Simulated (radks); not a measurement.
The numbers below are computed, except where a source is named.
Q: These are the eigenvalues of the occupied orbitals of an atom or ion with whole-number occupations (hartree). Level of theory: scalar-relativistic Kohn-Sham, LDA (Slater exchange, Perdew-Wang correlation), spin-unpolarised, spherical densities, finite nucleus; Fermi nuclear charge, rms radius of each element as measured or else 0.836 A^(1/3) + 0.57 fm (a radial shooting solver on a logarithmic mesh with Libxc functionals).

| orbital | eigenvalue |
|---|---|
| 1s | -2397.160 |
| 2s | -523.8663 |
| 2p | -480.0049 |
| 3s | -207.2229 |
| 3p | -194.1119 |
| 4f | -95.61286 |

Which element is it, and in what charge state? The configuration may be excited.

A: Z = 70, ytterbium, charge +54: Yb54+ in [Ne] 3s1 3p4 4f1. The list shows which subshells hold electrons but not how many an open one holds; the 1s level, -2397.2 hartree, gives Z - s = 69.2 by -(Z - s)^2/2, which with screening and relativity narrows Z to a few neighbours, and the depths of the outer levels then fix element, charge and occupations together.
